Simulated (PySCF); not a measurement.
Species: C2H4F3OSi (doublet state).
Numbering: `[OH:1][SiH2:2][CH:3][C:4]([F:5])([F:6])[F:7]` (hydrogens: H8 on O1; H9, H10 on Si2; H11 on C3)

Structure used (GFN2-xTB), in Å, numbered top down from 1:
```xyz
11
C2H4F3OSi angstrom
O      1.640   -0.791    0.936
Si     1.393    0.405   -0.115
C     -0.393    0.563   -0.627
C     -1.448   -0.289   -0.072
F     -1.539   -1.494   -0.692
F     -1.256   -0.590    1.235
F     -2.678    0.250   -0.149
H      1.068   -0.995    1.672
H      1.760    1.709    0.446
H      2.190   -0.004   -1.265
H     -0.731    1.236   -1.395
```

The hyperfine couplings belong to this conformer and change with its torsions.

Level of theory: PySCF, UKS B3LYP, pcH-1 on C F H O Si, non-relativistic, mean-field spin-orbit, GIAO. One conformer (not necessarily the lowest) at the GFN2-xTB geometry, without solvent, vibrations or thermal averaging. A GFN2-xTB geometry isn't a minimum of the functional, and hyperfine couplings can be far from their values at a DFT geometry. The SCF solution wasn't tested for stability.

Problem. Break the g tensor into its mass correction, gauge correction and orbital-Zeeman/spin–orbit terms.

Solution. 
```tsv
Δg (ppm)	1	2	3
relativistic mass correction	-155	-155	-155
gauge correction	54	18	32
orbital Zeeman/spin–orbit	-92	135	649
total	-193	-1	526
```

So g = 2.00213, 2.00232, 2.00285 and g_iso = 2.00243; the tensor is rhombic: the two nearest values differ by 27 % of g3 − g1. Axes: g3 points within 10° of the C3–C4 bond.

Problem. How much does each term add to the isotropic shift?

Solution. The orbital-Zeeman/spin–orbit term 231, the mass correction -155 and the gauge correction 35 ppm, for a total of 110 ppm. The orbital-Zeeman/spin–orbit term is the largest in size. The mass correction is the same along every axis, so the anisotropy comes from the other two: their spans along these axes are 35 (gauge) and 741 ppm (orbital Zeeman/spin–orbit).

Problem. At 93.515 GHz, how far is the centre of the isotropic spectrum from where a free electron (g = 2.002319) resonates?

Solution. B = hν/(g μB) with μB/h = 13.99624 MHz/mT gives 3336.85 mT for the free electron and 3336.66 mT at g_iso, 0.18 mT lower.

Problem. What are the electron Larmor frequencies g μB B/h along the three axes at 350 mT?

Solution. 9.8078, 9.8087, 9.8113 GHz for g1, g2 and g3, a range of 3.5 MHz.

Problem. In a frozen sample, at which fields do the three g values resonate at 9.5, 34, 94 and 263 GHz (hyperfine left aside), and which band first spreads them over more than twice a line width of 0.3 mT?

Solution. 
```csv
band,GHz,B(g3) mT,B(g2) mT,B(g1) mT,spread mT
X,9.5,338.89,338.98,339.02,0.12
Q,34.0,1212.89,1213.21,1213.32,0.44
W,94.0,3353.27,3354.16,3354.48,1.20
J,263.0,9382.03,9384.50,9385.40,3.37
```

The spread grows in proportion to the frequency. W band is the first where it exceeds 0.6 mT.

The largest Mulliken spin population is on C3 (+1.00). The angles at C3 add up to 359.9°, so it is planar; its axial dipolar tensor and the negative coupling of its proton fit spin in a p orbital normal to that plane.

The HOMO–LUMO gaps are 7.68 eV among the α and 5.17 eV among the β orbitals.

The run took 39 s (grids of density and orbitals included) on an Arm Neoverse V2 with one thread, shared host with 32 logical CPUs at a one-minute load of 14, and the process peaked at 0.86 GiB of memory.
